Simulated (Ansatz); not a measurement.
Start from `BCOC` and change one atom or group to get `COCO`.

Ansatz, PBE0-D4/def2-TZVP geometries, multiplicity 1. Each molecule was computed in one conformer, which needn't be the lowest.

```json
{"property": "size of the dipole moment (B3LYP/def2-TZVPP) / D", "`BCOC`": "1.53"}
{"property": "LUMO energy (PBE/def2-TZVPP) / eV", "`BCOC`": "-2.42"}
{"property": "HOMO energy (PBE0/def2-TZVPP) / eV", "`BCOC`": "-7.53"}
{"property": "HOMO–LUMO gap (B3LYP/def2-TZVPP) / eV", "`BCOC`": "5.68"}
{"property": "LUMO energy (ωB97M-V/def2-TZVPP) / eV", "`BCOC`": "0.56"}
{"property": "HOMO–LUMO gap (ωB97M-V/def2-TZVPP) / eV", "`BCOC`": "10.50"}
```

Task: Give the same properties after the change, and the shifts. (Estimate.)

Result: Computed: 
| property | `COCO` | shift |
| --- | --- | --- |
| size of the dipole moment (B3LYP/def2-TZVPP) / D | 0.33 | -1.20 |
| LUMO energy (PBE/def2-TZVPP) / eV | 0.34 | 2.76 |
| HOMO energy (PBE0/def2-TZVPP) / eV | -7.90 | -0.37 |
| HOMO–LUMO gap (B3LYP/def2-TZVPP) / eV | 8.50 | 2.82 |
| LUMO energy (ωB97M-V/def2-TZVPP) / eV | 2.67 | 2.11 |
| HOMO–LUMO gap (ωB97M-V/def2-TZVPP) / eV | 13.00 | 2.50 |

With PBE0 the HOMO falls by 0.37 eV and the LUMO rises by 2.59 eV, so the gap widens by about 2.96 eV. PBE moves the HOMO by -0.30 eV and ωB97M-V by -0.40 eV. Dipoles are sizes alone; their direction can turn.

B3LYP here is the variant with VWN-RPA as its local correlation; programs differ in this.
